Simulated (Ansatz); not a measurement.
Program: Ansatz. Geometries: PBE0-D4/def2-TZVP. ΔE: electronic, gas phase. CBS: MP2 limit from def2 TZ/QZ plus the TZ coupled-cluster correction, frozen cores. DFT in def2-TZVPP. B3LYP here is the variant with VWN-RPA as its local correlation; programs differ in this. def2 core potentials past Kr. For Ge, Sn outer-core shells are correlated without core-valence functions, which leaves a few kJ/mol of doubt a bond. Scalar relativity is left out up to krypton. Each species was taken in one conformer, which may not be the lowest.

`[CH3][GeH2][CH]=O` + `F[CH2][SnH3]` → `[CH3][GeH]([F])[CH]=O` + `[CH3][SnH3]`  (redistribution)

```tsv
level	ΔE (kcal/mol)	difference from CCSD(T)/CBS
PBE-D4	-40.1	3.4
r2SCAN-D4	-42.5	1.0
PBE0-D4	-41.4	2.1
B3LYP-D4	-41.7	1.8
ωB97X-V	-42.2	1.3
B2PLYP	-43.4	0.1
PBE	-40.1	3.4
r2SCAN	-42.5	1.0
PBE0	-41.3	2.2
B3LYP	-41.6	1.9
HF/def2-TZVPP	-44.1	-0.6
MP2/def2-TZVPP	-46.0	-2.5
CCSD(T)/def2-TZVPP	-43.3	0.2
SCS-MP2/def2-QZVPP	-45.4	-1.9
MP2/CBS(def2)	-46.2	-2.7
CCSD/CBS(def2)	-43.7	-0.2
CCSD(T)/CBS	-43.5	0
```

Largest T1 diagnostic among the species: 0.013.

From PBE to PBE0 (25 % exact exchange), in def2-TZVPP and without D4, ΔE moves by −1.2 kcal/mol.
